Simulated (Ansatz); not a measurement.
Scan of H₂Be, singlet: symmetric bend, bond length relaxed. Scanned: H-Be-H angle. Other coordinates (Be-H bond length) were minimised at B3LYP/def2-TZVP.

The free coordinates were minimised at B3LYP/def2-TZVP in PySCF; the energy column is full CI/def2-SVP, frozen core in Ansatz (a first-principles code), in kcal/mol.

```
a / °   Be-H bond length / Å     E
------  --------------------  ----
180                    1.330   0.0
168.36                 1.330   0.7
157.85                 1.331   2.6
148.90                 1.333   5.1
139.51                 1.336   8.7
130.12                 1.339  13.3
121.95                 1.342  18.2
108.07                 1.349  28.7
101.58                 1.353  34.5
87.95                  1.362  49.1
81.46                  1.367  57.2
71.08                  1.372  71.8
60                     1.375  89.7
```
